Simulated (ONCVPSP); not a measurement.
**Potentials for molybdenum compared**

Generated with ld1.x 7.5 (TM, RRKJ, ultrasoft, PAW), atompaw 4.2 or ONCVPSP 4.0.1. The cutoff is in Ry: for ld1.x and atompaw files where the sum of valence levels is converged to 10 mRy in a Bessel basis, for ONCV files where the hardest occupied wave has 1 mHa per electron of residual kinetic energy. The error is the largest all-electron minus pseudo excitation energy over each file’s own four to seven test configurations (ionisations up to +4, promotions, holes and added fractions of an electron), all of which were solved. The labels leave out finer settings (local radius, basis sizes, second energies), which also bear on the numbers. Spin-polarised tests are not counted. The rows are a selection from randomly drawn settings: files with unsolved tests, undetermined cutoffs or missed reference levels are left out.

| potential | cutoff (Ry) | largest error (meV) | bound ghosts |
| --- | --- | --- | --- |
| ONCV, LDA (Perdew-Wang 92), scalar-relativistic, rc 2.10/1.65/1.60 (spd), local smoothed, core correction yes, reference 4s2 4p6 4d5 5s1, qcut 5.6/10.5/5.5, projectors 3/1/2 | 57 | -476 | none |
| ONCV, PBE, scalar-relativistic, rc 1.45/1.85/2.20/2.15 (spdf), local smoothed, core correction no, reference 4s2 4p6 4d4, qcut 7.1/7.2/6.8/5.9, projectors 2/3/1/1 | 44 | +5.4 | none |
| ONCV, PBEsol, scalar-relativistic, rc 1.55/1.55/1.75 (spd), local s, core correction yes, reference 4s2 4p6 4d4.5, qcut 6.7/10.9/6.2, projectors 0/1/2 | 65 | +669 | none |
| ONCV, PBE, fully relativistic, rc 1.40/1.75/2.25 (spd), local smoothed, core correction yes, reference 4s2 4p6 4d5 5s1, qcut 7.4/9.4/8.2, projectors 2/1/1 | 44 | +13 | none |
| ONCV, PBEsol, scalar-relativistic, rc 1.75/1.55/1.30/1.30 (spdf), local d, core correction yes, reference 4s2 4p6 4d3, qcut 7.2/8/7.7/9.6, projectors 1/2/0/2 | 47 | +237 | none |
| ONCV, PBE, scalar-relativistic, rc 1.90/1.50/1.45 (spd), local smoothed, core correction yes, reference 4s2 4p6 4d3, qcut 5.4/7.1/6.7, projectors 2/3/1 | 41 | +18 | none |

Question: Fill in the row for Mo: ONCV, PW91, scalar-relativistic, rc 1.70/1.95/2.20 (spd), local smoothed, core correction yes, reference 4s2 4p6 4d3, qcut 7.8/7.6/6.2, projectors 3/2/2.

Answer: cutoff 41 Ry, largest error +53 meV, bound ghosts: none.

Question: Fill in the row for Mo: ONCV, PBE, scalar-relativistic, rc 1.85/2.00/1.75 (spd), local smoothed, core correction yes, reference 4s2 4p6 4d4, qcut 7/5.6/6, projectors 2/1/2.

Answer: cutoff 35 Ry, largest error +3.9 meV, bound ghosts: none.

Question: Fill in the row for Mo: ONCV, PBE, scalar-relativistic, rc 1.80/1.25/1.25 (spd), local d, core correction yes, reference 4s2 4p6 4d5 5s1, qcut 5.5/6.8/8, projectors 2/2/0.

Answer: cutoff 77 Ry, largest error -362 meV, bound ghosts: none.
